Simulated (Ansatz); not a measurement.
The cluster Ge₃O₃. Total charge 0; singlet. Geometry r2SCAN-D4/def2-SVP; atoms count from 1.

```xyz
6

Ge   -0.150    0.548    0.832
Ge    1.788    0.000   -1.261
Ge   -2.393   -0.867    0.411
O    -0.793   -1.106    1.274
O     3.296    0.629   -1.236
O    -1.748    0.795   -0.020
```

Another isomer (singlet) lies 2.43 eV lower at PBE0-D4/def2-TZVP; other spin states weren't run for this one.

Q: Estimate the Mulliken populations from the PBE0/def2-TZVP orbitals of Ansatz.

A: 
| atom | charge (e) |
| --- | --- |
| Ge1 | 0.53 |
| Ge2 | 0.47 |
| Ge3 | 0.58 |
| O4 | -0.55 |
| O5 | -0.46 |
| O6 | -0.55 |
Mulliken values and Mayer orders depend strongly on the basis.

Q: And the Mayer bond orders between bonded heavy atoms (over 0.3)?

A: Ge1–Ge2 0.41 (2.91 Å); Ge1–O4 0.95 (1.83 Å); Ge1–O6 0.95 (1.83 Å); Ge2–O5 2.09 (1.63 Å); Ge3–O4 0.97 (1.83 Å); Ge3–O6 0.97 (1.83 Å).
